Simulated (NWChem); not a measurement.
System: MoHS2OCl; SMILES [O]=[Mo](=[S])([SH])[Cl]

```xyz
6

Mo     0.0462    -0.0157     0.2310
O      0.1085     0.0804     1.8843
S      1.9901     0.1791    -0.5531
Cl    -0.8616    -1.9812    -0.4257
S     -1.2061     1.8113    -0.4371
H     -0.7073     1.8511    -1.6959
```
Atoms are numbered in this order, from 1.

Results from NWChem. Structure relaxed at the PBE0/def2-SVP level. Not confirmed as a minimum by frequencies. def2 effective core potentials on Mo; no spin-orbit coupling.

For level PBE/def2-SVP (core potentials):

```
Quantity                     Result
---------------------------  ------
highest occupied level (eV)   -6.92
dipole (D)                     2.07
```

How do the values read with level PBE/STO-3G (all-electron, non-relativistic) instead?

The highest occupied level (eV) is -3.26 and the dipole (D) is 2.25.
